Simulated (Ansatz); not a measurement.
A run for Ansatz (a program for electronic structure): R-PBE/def2-TZVPP on HLiO (SMILES [Li][OH]), atoms moved off the minimum.

Ansatz 0.2 input:
```yaml
crystal:
  periodic: [false, false, false]
  atoms:
    - {symbol: Li, position_ang: [-0.01136238, -0.04943786, -1.26862842]}
    - {symbol: O, position_ang: [0.02027047, 0.00971461, 0.28809942]}
    - {symbol: H, position_ang: [-0.03364276, 0.04894045, 1.27321764]}
basis:
  gaussian:
    orbitals: def2-TZVPP
hamiltonian:
  xc: {name: PBE}
scf: {lower_state_search: off}
output: {forces: true}
```

Predict the final total energy.

-83.3077 hartree.
